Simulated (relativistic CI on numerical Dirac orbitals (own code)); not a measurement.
## Co³⁺: K-alpha X-ray emission

Computed with this model: Dirac-Coulomb-Breit CI, orbitals from a KLI potential per configuration, QED by a radiative potential, multiplet model of X-ray emission after core ionisation, unscaled Slater integrals; configurations [Ar] 3d6 → 1s 2s2 2p6 3s2 3p6 3d6 → [He] 2s2 2p5 3s2 3p6 3d6; 300 K; Lorentzian 2.52 eV and Gaussian 0.6 eV FWHM. Energies are those of the free ion, without screening or charge transfer. S is read from ⟨S²⟩ = S(S + 1).

Field parameters in Wybourne normalisation: D4h B²₀ = −7Ds, B⁴₀ = 21(Dq − Dt), B⁴₄ = 21√(5/14) Dq; Oh B⁴₀ = 21Dq, B⁴₄ = √(5/14) B⁴₀. The field is a parameter set, without covalency.

free ion: ground-state S = 2.00, centroid 6923.97 eV. Peaks (eV, height): 6912.6 (53), 6923.4 (31), 6929.0 (95), 6931.0 (100).

Oh, 10Dq = 29000 cm⁻¹: ground-state S = 0.01, centroid 6922.98 eV. Peaks (eV, height): 6913.6 (44), 6928.8 (100).

D4h, 10Dq = 28950, Ds = 170, Dt = 1130 cm⁻¹: ground-state S = 2.00, centroid 6923.02 eV. Peaks (eV, height): 6913.0 (50), 6929.8 (100).

D4h, 10Dq = 8250, Ds = 1860, Dt = 1100 cm⁻¹: ground-state S = 2.00, centroid 6923.02 eV. Peaks (eV, height): 6912.6 (56), 6929.0 (100).

Oh, 10Dq = 8700 cm⁻¹: ground-state S = 2.00, centroid 6923.19 eV. Peaks (eV, height): 6912.4 (59), 6930.8 (100).

Strongest unbroadened transitions for free ion:

```tsv
Energy (eV)	Relative strength
6910.69	11.2
6912.35	16.7
6912.45	27.1
6912.98	6.3
6913.60	14.3
6913.69	10.0
6922.52	11.9
6923.73	6.6
6926.84	10.8
6926.94	16.9
6928.61	9.3
6928.64	5.7
6928.86	19.0
6928.89	49.4
6928.98	12.5
6930.65	21.1
6930.68	12.6
6931.25	100.0
```
